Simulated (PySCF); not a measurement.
**SiNi⁻ at UHF-MP2**

Computed with UHF-MP2; basis Si def2-TZVPPD, Ni def2-TZVPPD; no relativity; PySCF 2.14.

For SiNi⁻, the state is ⁴Δ (quartet), unpaired electrons π ↑↑, δ ↑. The bond length is 2.141 Å. The harmonic wavenumber is 386 cm⁻¹. The force constant is 1.65 mdyn/Å and the rotational constant Be is 0.1950 cm⁻¹. The anharmonicity ωexe is 1.80 cm⁻¹ and the vibration–rotation constant αe is 0.00131 cm⁻¹.

Correlated steps freeze 10 core orbitals. The state is the lowest single determinant that the PBE0 search found; with open d or f shells the true ground state can be another one.
